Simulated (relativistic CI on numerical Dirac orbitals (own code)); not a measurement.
## Cr²⁺ (3d4) in a crystal field

Calculated by Dirac-Coulomb-Breit CI, orbitals from a KLI potential per configuration, a model potential for QED, valence Slater integrals scaled by 0.65, one configuration in a parametric crystal field (own radial code).

Field parameters in Wybourne normalisation: Oh B⁴₀ = 21Dq, B⁴₄ = √(5/14) B⁴₀. The field is a parameter set, without covalency.

S is read from ⟨S²⟩ = S(S + 1).

Site symmetry Oh; labels are those of the double group. Computed levels in cm⁻¹ above the lowest, in rising order:

```csv
Δ (size of 10Dq),Lowest,No. 2,No. 3,No. 4,No. 5,No. 6,No. 7,No. 8
3250,A1,9 T1,18 E,26 T2,34 A2,3178 T2,3182 T1,3187 A1
5850,A1,7 T1,14 E,20 T2,26 A2,5769 T2,5769 T1,5769 A1
8450,A1,7 T1,15 E,21 T2,27 A2,6292 A1,6396 T1,6558 T2
11050,A1,10 T1,19 E,27 T2,34 A2,3894 A1,4001 T1,4173 T2
13650,A1,23 T1,45 E,60 T2,75 A2,1520 A1,1615 T1,1777 T2
16250,A1,132 T1,348 E,372 T2,1189 A2,1215 T2,1240 E,1252 T1
18850,A1,125 T1,338 E,343 T2,3640 A2,3646 T2,3651 E,3656 T1
21450,A1,124 T1,336 E,338 T2,6151 A2,6154 T2,6156 E,6159 T1
24050,A1,123 T1,336 E,338 T2,7739 T2,8680 A2,8682 T2,8683 E
26650,A1,123 T1,337 E,338 T2,7818 T2,8777 E,11221 A2,11222 T2
29250,A1,122 T1,337 E,338 T2,7889 T2,8822 E,13770 A2,13770 T2
31850,A1,122 T1,337 E,338 T2,7953 T2,8859 E,16326 A2,16326 T2
```

Ground-state S against |10Dq| in cm⁻¹: 3250: 2.00, 5850: 2.00, 8450: 2.00, 11050: 1.99, 13650: 1.96, 16250: 1.08, 18850: 1.01, 21450: 1.00, 24050: 1.00, 26650: 1.00, 29250: 1.00, 31850: 1.00.

The spin changes between |10Dq| = 13650 and 16250 cm⁻¹.
